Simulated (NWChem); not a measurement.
# Si₂H₅SF; SMILES F[SiH2]S[SiH3]

```xyz
9

Si     0.6722    -1.7552     0.1022
S     -1.0440    -0.5046    -0.3031
Si    -0.2868     1.3674     0.3670
F      1.0456     1.7741    -0.4689
H      1.6415    -1.7218    -1.0286
H      1.3440    -1.2894     1.3517
H      0.1489    -3.1385     0.2778
H      0.1158     1.3179     1.7972
H     -1.3520     2.3673     0.1023
```
Atoms are numbered in this order, from 1.

Computed with NWChem. Coordinates come from a PBE0/def2-SVP optimisation. Total energies compare along this basis series because the functional is fixed.

```tsv
level	basis functions	energy (Ha)	highest occupied level (eV)	orbital gap (eV)	dipole (D)
Hartree-Fock/pcseg-1	93	-1077.7477	-10.64	13.35	1.56
Hartree-Fock/aug-pcseg-1	149	-1077.7620	-10.59	11.39	1.25
Hartree-Fock/pcseg-2	202	-1077.9349	-10.64	13.32	1.34
Hartree-Fock/STO-3G	37	-1065.3863	-7.02	17.38	1.01
Hartree-Fock/def2-SVP	93	-1077.4633	-10.63	14.17	1.38
```
